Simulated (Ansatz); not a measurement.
`FC(F)O[C@@H](F)[C@H](F)C(F)F` at its PBE0-D4/def2-TZVP geometry, where that method's forces vanish. Charge 0, multiplicity 1.

```xyz
15

F    -0.6887   -0.7600    2.4779
C    -1.4745   -0.9997    1.4081
F    -2.6902   -0.5281    1.6707
O    -1.0131   -0.3006    0.3188
C     0.1790   -0.7578   -0.2218
F    -0.0408   -1.9249   -0.9017
C     0.6561    0.2982   -1.1995
F     1.8338   -0.1268   -1.7439
C     0.8627    1.6437   -0.5267
F     1.7859    1.5304    0.4564
F     1.3270    2.5278   -1.4336
H    -1.5148   -2.0793    1.2379
H     0.9300   -0.9619    0.5473
H    -0.0880    0.4098   -1.9953
H    -0.0645    2.0291   -0.0946
```

Q: What forces (eV/Å) does r2SCAN-D4/def2-TZVPP give on these atoms in the Gaussian-basis code of Ansatz? (Estimate.)

A: The calculation gave: 
```
F1   0.232  0.084  0.306
C2  -0.009 -0.414 -0.109
F3  -0.310  0.145  0.063
O4  -0.201  0.325 -0.157
C5   0.328  0.156  0.161
F6  -0.058 -0.337 -0.209
C7  -0.321  0.095  0.021
F8   0.325 -0.107 -0.123
C9  -0.403 -0.104  0.034
F10  0.271 -0.058  0.259
F11  0.156  0.225 -0.259
H12  0.004 -0.017 -0.005
H13  0.017 -0.008  0.022
H14 -0.017 -0.001 -0.014
H15 -0.015  0.015  0.009
```
